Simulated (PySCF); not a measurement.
W(NH)(S)(F)(OMe) (CH4FNOSW), SMILES C[O][W](=[NH])([F])=[S], multiplicity 1.

Geometry: PBE-D3(BJ)/def2-SVP. The multiplicity is an assumed one; other spin states were not compared. The def2 effective core potentials stand for the cores of W; spin–orbit coupling is left out. The values are those of a single conformer.

These are PBE-D3(BJ)/def2-SVP (PySCF 2.14.0) values and carry that method's errors.

Frequencies are harmonic and unscaled.

```
mode  ν (cm⁻¹)  IR (km/mol)  moving atoms (share of kinetic energy)
----  --------  -----------  --------------------------------------
1           58          2.1                  C 37 %, H 22 %, S 22 %
2          104          0.4                                  H 85 %
3          110          0.6          H 32 %, C 24 %, N 17 %, F 13 %
4          169          1.1                   F 58 %, S 23 %, W 8 %
5          202          3.6  F 39 %, N 18 %, S 12 %, W 10 %, O 10 %
6          213          3.6                          O 61 %, S 21 %
7          257          1.5          N 50 %, H 16 %, S 10 %, F 10 %
8          294          7.6          O 40 %, N 22 %, H 18 %, C 10 %
9          511        197.4          S 41 %, H 36 %, N 12 %, W 10 %
10         544         33.0                   H 43 %, S 42 %, N 9 %
11         575         36.6          O 50 %, C 25 %, H 14 %, W 11 %
12         599        101.8                          H 74 %, N 18 %
13         667        110.5                          F 86 %, W 11 %
14         979         74.8                           N 83 %, W 8 %
15        1116        124.2                  H 49 %, C 27 %, O 24 %
16        1124         25.7                  H 69 %, C 21 %, O 10 %
17        1141        180.3                  H 36 %, O 35 %, C 28 %
18        1405         10.7                                  H 93 %
19        1408          9.5                                  H 92 %
20        1413          8.0                                  H 97 %
21        2945         59.5                                  H 98 %
22        3040         13.1                          H 90 %, C 10 %
23        3054         10.9                          H 90 %, C 10 %
24        3532        148.0                                  H 92 %
```
